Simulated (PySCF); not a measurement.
A structure optimised at PBE-D3(BJ)/def2-TZVPD, used in a PySCF frequency run:

```xyz
2

Hf     0.0000     0.0000    -0.1739
O      0.0000     0.0000     1.5649
```

Q: Write its SMILES, formula and point group.

A: [O]=[Hf], HfO, C∞v

Q: What are its rotational constants (standard atomic weights)?

A: 11.385 GHz (linear rotor, B only)
